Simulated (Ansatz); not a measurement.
The cluster Si2B8. The state is a singlet with charge 0. Geometry PBE-D4/def2-SVP; atoms count from 1.

Cartesian coordinates in Å:
```
B -1.1589 -0.1339 -0.6530
B -0.2222 1.8934 1.1864
B -0.5782 -1.2127 -1.6707
B 0.3745 -0.9985 -0.2525
B 0.8567 -1.8720 -1.6507
B 1.9854 -1.3625 -0.6429
B -1.4339 1.1074 0.3429
B 0.1526 0.4476 0.5872
Si 1.9275 -0.5307 1.1251
Si -1.9035 2.6619 1.6283
```

Another isomer (singlet) lies 0.90 eV lower at PBE0-D4/def2-TZVP; other spin states weren't run for this one.

Question: Estimate the Mulliken populations from the PBE0/def2-TZVP orbitals of Ansatz.

Answer: 
```csv
atom,charge (e)
B1,0.02
B2,-0.05
B3,-0.03
B4,0.03
B5,0.00
B6,-0.03
B7,-0.06
B8,0.02
Si9,0.02
Si10,0.07
```
Mulliken values and Mayer orders depend strongly on the basis.

Question: And the Mayer bond orders between bonded heavy atoms (over 0.3)?

Answer: B1–B3 1.08 (1.59 Å); B1–B4 0.47 (1.81 Å); B1–B7 1.13 (1.62 Å); B1–B8 0.37 (1.90 Å); B2–B7 0.71 (1.67 Å); B2–B8 0.86 (1.61 Å); B2–Si10 1.38 (1.90 Å); B3–B4 0.59 (1.72 Å); B3–B5 1.28 (1.58 Å); B4–B5 0.63 (1.72 Å); B4–B6 0.60 (1.70 Å); B4–B8 0.60 (1.69 Å); B4–Si9 0.54 (2.13 Å); B5–B6 1.20 (1.60 Å); B6–Si9 1.19 (1.95 Å); B7–B8 0.62 (1.74 Å); B7–Si10 0.82 (2.07 Å); B8–Si9 0.75 (2.10 Å).
